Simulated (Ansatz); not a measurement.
`C[N]=[W](=[O])([F])[O]C` + H₂O → `C[N]=[W](=[O])([OH])[O]C` + H–F at 298.15 K and 1 bar (formal hydrolysis of a W–F bond).

Calculated with Ansatz (gas phase, PBE0-D4/def2-TZVP geometries, no zero-point term in ΔE). CBS: MP2 limit from def2 TZ/QZ plus the TZ coupled-cluster correction, frozen cores. This one scheme is used for every species. def2 core potentials past Kr. For W outer-core shells are correlated without core-valence functions, which leaves a few kJ/mol of doubt a bond. Each species was taken in one conformer, which may not be the lowest.

```csv
species,CCSD(T)/CBS energy (Eh),H − E (kJ/mol),S (J/(mol·K))
`C[N]=[W](=[O])([F])[O]C`,-451.66912,264.7,425.2
H₂O,-76.37941,66.4,188.7
`C[N]=[W](=[O])([OH])[O]C`,-427.64273,295.2,433.8
H–F,-100.39570,33.5,173.6
```

H − E and S are ideal-gas, rigid-rotor, harmonic terms from PBE0-D4/def2-TZVP, for one conformer and one mirror image of each species. 1 Eh = 2625.50 kJ/mol, R = 8.31446 J/(mol·K).

Question: By hand: ΔE, ΔH, ΔS and ΔG.

Answer: ΔE = (-427.64273) + (-100.39570) − (-451.66912) − (-76.37941) = 0.01010 Eh = 26.5 kJ/mol. Δ(H − E) = 295.2 + 33.5 − 264.7 − 66.4 = -2.4, so ΔH = 24.1 kJ/mol. ΔS = 433.8 + 173.6 − 425.2 − 188.7 = -6.5 J/(mol·K). ΔG = 24.1 − 298.15 × (-6.5)/1000 = 26.0 kJ/mol.

Question: By hand: the equilibrium constant, and the temperature at which ΔG would vanish if ΔH and ΔS stayed fixed.

Answer: log₁₀ K = −ΔG/(RT ln 10) = -4.6. ΔH and −TΔS have one sign here, so there is no such temperature.

The number of gas molecules stays the same, so ΔS is small and ΔH decides. A doubt of 5 kJ/mol in ΔE shifts log₁₀ K by 0.9 here. Other conformers and mirror images would add mixing entropy, several J/(mol·K) or more a flexible species. These are equilibria of isolated gas molecules and say nothing of rates. Largest T1 diagnostic: 0.020 (customary marks: 0.02 for closed shells, 0.045 for open ones).

ΔS is within the doubt of such terms, so its sign, and with it that verdict, could turn.
